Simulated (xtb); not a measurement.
CH5Si (SMILES C[SiH2]), doublet, from a rough starting geometry; GFN2-xTB (xtb 6.7.1).

Here is a job for xtb.
```
$ xtb mol.xyz --gfn 2 --uhf 1 --opt vtight --json

# file mol.xyz
7

C     -0.83390208    -0.12172973    -0.10542234
Si     1.04553241     0.10897396    -0.32381958
H     -1.45742996     0.46014123    -0.69095603
H     -1.09513750    -1.17220806    -0.22535675
H     -1.07724169     0.11574256     0.93145932
H      1.52036903     1.48432181     0.13196258
H      1.83942222    -0.96942152     0.16017498
```

Question: Predict the main parts of the log of this xtb run.

Answer: 
```
   ID    Z sym.   atoms
    1    6 C      1
    2   14 Si     2
    3    1 H      3-7

           -------------------------------------------------
          |                Calculation Setup                |
           -------------------------------------------------

           -------------------------------------------------
          |                 G F N 2 - x T B                 |
           -------------------------------------------------

          ...................................................
          :                      SETUP                      :
          :.................................................:
          :  # basis functions                  19          :
          :  # atomic orbitals                  18          :
          :  # shells                           10          :
          :  # electrons                        13          :
          :  max. iterations                   250          :
          :  Hamiltonian                  GFN2-xTB          :
          :  restarted?                      false          :
          :  GBSA solvation                  false          :
          :  PC potential                    false          :
          :  electronic temp.          300.0000000     K    :
          :  accuracy                    1.0000000          :
          :  -> integral cutoff          0.2500000E+02      :
          :  -> integral neglect         0.1000000E-07      :
          :  -> SCF convergence          0.1000000E-05 Eh   :
          :  -> wf. convergence          0.1000000E-03 e    :
          :  Broyden damping             0.4000000          :
          :  net charge                          0          :
          :  unpaired electrons                  1          :
          ...................................................

 iter      E             dE          RMSdq      gap      omega  full diag
   1     -6.4092071 -0.640921E+01  0.379E+00    3.14       0.0  T
   2     -6.4295069 -0.202998E-01  0.238E+00    3.02       1.0  T
   3     -6.4300174 -0.510507E-03  0.133E+00    3.01       1.0  T
   4     -6.4301149 -0.975067E-04  0.344E-01    3.02       1.0  T
   5     -6.4301088  0.610986E-05  0.127E-01    3.01       1.0  T
   6     -6.4301243 -0.154805E-04  0.546E-02    3.01       1.0  T
   7     -6.4301254 -0.113874E-05  0.246E-02    3.01       1.5  T
   8     -6.4301255 -0.611705E-07  0.283E-03    3.01      13.3  T
   9     -6.4301255 -0.278127E-08  0.690E-04    3.01      54.8  T
  10     -6.4301255 -0.156870E-09  0.345E-04    3.01     109.6  T

   *** convergence criteria satisfied after 10 iterations ***

         :::::::::::::::::::::::::::::::::::::::::::::::::::::
         ::                     SUMMARY                     ::
         :::::::::::::::::::::::::::::::::::::::::::::::::::::
         :: total energy              -6.340676994470 Eh    ::
         :: gradient norm              0.068671179497 Eh/a0 ::
         :: HOMO-LUMO gap              3.012437526121 eV    ::
         ::.................................................::
         :: SCC energy                -6.430125166137 Eh    ::
         :: -> isotropic ES            0.007745268781 Eh    ::
         :: -> anisotropic ES          0.001516361114 Eh    ::
         :: -> anisotropic XC          0.004653751885 Eh    ::
         :: -> dispersion             -0.002743836612 Eh    ::
         :: repulsion energy           0.089448171666 Eh    ::
         :: add. restraining           0.000000000000 Eh    ::
         :: total charge               0.000000000000 e     ::
         :::::::::::::::::::::::::::::::::::::::::::::::::::::

      -----------------------------------------------------------
     |                   =====================                   |
     |                        A N C O P T                        |
     |                   =====================                   |
     |               Approximate Normal Coordinate               |
     |                Rational Function Optimizer                |
      -----------------------------------------------------------
      -----------------------------------------------------------
     |                   =====================                   |
     |                        A N C O P T                        |
     |                   =====================                   |
     |               Approximate Normal Coordinate               |
     |                Rational Function Optimizer                |
      -----------------------------------------------------------

          ...................................................
          :                      SETUP                      :
          :.................................................:
          :   optimization level         verytight          :
          :   max. optcycles                   200          :
          :   ANC micro-cycles                  20          :
          :   degrees of freedom                15          :
          :.................................................:
          :   RF solver                   davidson          :
          :   write xtbopt.log                true          :
          :   linear?                        false          :
          :   energy convergence         0.1000000E-06 Eh   :
          :   grad. convergence          0.2000000E-03 Eh/α :
          :   maxmium RF displ.          1.0000000          :
          :   Hlow (freq-cutoff)         0.1000000E-01      :
          :   Hmax (freq-cutoff)         5.0000000          :
          :   S6 in model hess.         20.0000000          :
          ...................................................

generating ANC from exact Hessian ...
Using Lindh-Hessian (1995)
 Shifting diagonal of input Hessian by    5.6392032221174787E-003
 Lowest  eigenvalues of input Hessian
    0.000000    0.000000    0.000000    0.000000    0.000000    0.000000
    0.010000    0.014882    0.018871    0.026462    0.045547    0.056523
[...]
 * total energy  :    -6.3449355 Eh     change       -0.2898661E-03 Eh
 * total energy  :    -6.3450357 Eh     change       -0.1001911E-03 Eh
 * total energy  :    -6.3450656 Eh     change       -0.2984929E-04 Eh
 * total energy  :    -6.3450944 Eh     change       -0.2885869E-04 Eh
 * total energy  :    -6.3451164 Eh     change       -0.2202073E-04 Eh
 * total energy  :    -6.3451328 Eh     change       -0.1631667E-04 Eh
 * total energy  :    -6.3451447 Eh     change       -0.1189856E-04 Eh
 * total energy  :    -6.3451537 Eh     change       -0.9088792E-05 Eh
 * total energy  :    -6.3451597 Eh     change       -0.5952710E-05 Eh
 * total energy  :    -6.3451635 Eh     change       -0.3765730E-05 Eh
 * total energy  :    -6.3451647 Eh     change       -0.1207272E-05 Eh
 * total energy  :    -6.3451650 Eh     change       -0.3157916E-06 Eh
 * total energy  :    -6.3451650 Eh     change       -0.4204876E-08 Eh
   *** GEOMETRY OPTIMIZATION CONVERGED AFTER 15 ITERATIONS ***
[...]
          :  -> integral neglect         0.1000000E-07      :
          :  -> SCF convergence          0.1000000E-05 Eh   :
          :  -> wf. convergence          0.1000000E-03 e    :
          :  Broyden damping             0.4000000          :
          :  net charge                          0          :
          :  unpaired electrons                  1          :
          ...................................................

 iter      E             dE          RMSdq      gap      omega  full diag
   1     -6.4288129 -0.642881E+01  0.631E-05    3.15       0.0  T
   2     -6.4288129 -0.738964E-12  0.358E-05    3.15    1055.6  T
   3     -6.4288129 -0.239808E-13  0.188E-05    3.15    2005.7  T

   *** convergence criteria satisfied after 3 iterations ***

         :::::::::::::::::::::::::::::::::::::::::::::::::::::
         ::                     SUMMARY                     ::
         :::::::::::::::::::::::::::::::::::::::::::::::::::::
         :: total energy              -6.345164991776 Eh    ::
         :: gradient norm              0.000022026275 Eh/a0 ::
         :: HOMO-LUMO gap              3.146016676528 eV    ::
         ::.................................................::
         :: SCC energy                -6.428812576100 Eh    ::
         :: -> isotropic ES            0.007628145553 Eh    ::
         :: -> anisotropic ES          0.001716797822 Eh    ::
         :: -> anisotropic XC          0.004826536312 Eh    ::
         :: -> dispersion             -0.002746530102 Eh    ::
         :: repulsion energy           0.083647584324 Eh    ::
         :: add. restraining           0.000000000000 Eh    ::
         :: total charge              -0.000000000000 e     ::
         :::::::::::::::::::::::::::::::::::::::::::::::::::::

           -------------------------------------------------
          |                Property Printout                |
           -------------------------------------------------

    * Orbital Energies and Occupations

         #    Occupation            Energy/Eh            Energy/eV
      -------------------------------------------------------------
         1        2.0000           -0.6815788             -18.5467
         2        2.0000           -0.5568202             -15.1518
         3        2.0000           -0.4649819             -12.6528
         4        2.0000           -0.4642155             -12.6319
         5        2.0000           -0.4181198             -11.3776
         6        2.0000           -0.4028893             -10.9632
         7        1.0000           -0.2707476              -7.3674 (HOMO)
         8                         -0.1551336              -4.2214 (LUMO)
         9                         -0.1468088              -3.9949
        10                         -0.1179891              -3.2106
        11                         -0.0644650              -1.7542
        12                         -0.0517540              -1.4083
        13                          0.1978458               5.3837
        14                          0.2276472               6.1946
        15                          0.2320619               6.3147
        16                          0.3746228              10.1940
        17                          0.6393441              17.3974
        18                          0.7234307              19.6856
      -------------------------------------------------------------
                  HL-Gap            0.1156140 Eh            3.1460 eV
             Fermi-level           -0.2748795 Eh           -7.4799 eV

     #   Z          covCN         q      C6AA      α(0)
     1   6 C        3.650    -0.180    24.392     7.094
     2  14 Si       2.715     0.308   183.558    29.755
     3   1 H        0.925     0.019     2.742     2.589
     4   1 H        0.925     0.019     2.742     2.589
     5   1 H        0.925     0.013     2.845     2.638
     6   1 H        0.920    -0.090     5.221     3.574
     7   1 H        0.920    -0.090     5.221     3.574

 Mol. C6AA /au·bohr⁶  :        766.014983
 Mol. C8AA /au·bohr⁸  :      29650.237625
 Mol. α(0) /au        :         51.812666

Wiberg/Mayer (AO) data.
largest (>0.10) Wiberg bond orders for each atom

 ---------------------------------------------------------------------------
     #   Z sym  total        # sym  WBO       # sym  WBO       # sym  WBO
 ---------------------------------------------------------------------------
     1   6 C    3.978 --     4 H    0.992     3 H    0.992     5 H    0.988
                             2 Si   0.916
     2  14 Si   2.729 --     1 C    0.916     7 H    0.894     6 H    0.894
     3   1 H    1.000 --     1 C    0.992
     4   1 H    1.000 --     1 C    0.992
     5   1 H    1.000 --     1 C    0.988
     6   1 H    0.991 --     2 Si   0.894
     7   1 H    0.991 --     2 Si   0.894
 ---------------------------------------------------------------------------

Topologies differ in total number of bonds
Writing topology from bond orders to xtbtopo.mol

molecular dipole:
                 x           y           z       tot (Debye)
 q only:        0.197       0.003      -0.234
   full:       -0.134      -0.009       0.100       0.426
molecular quadrupole (traceless):
                xx          xy          yy          xz          yz          zz
 q only:       -0.440      -0.086      -0.547      -0.811       0.063       0.986
  q+dip:       -1.053      -0.193       0.754       0.711       0.050       0.299
   full:       -0.554      -0.076       0.283       0.417       0.059       0.271

optimized geometry written to: xtbopt.xyz

           -------------------------------------------------
          | TOTAL ENERGY               -6.345164991776 Eh   |
          | GRADIENT NORM               0.000022026275 Eh/α |
          | HOMO-LUMO GAP               3.146016676528 eV   |
           -------------------------------------------------

normal termination of xtb
```
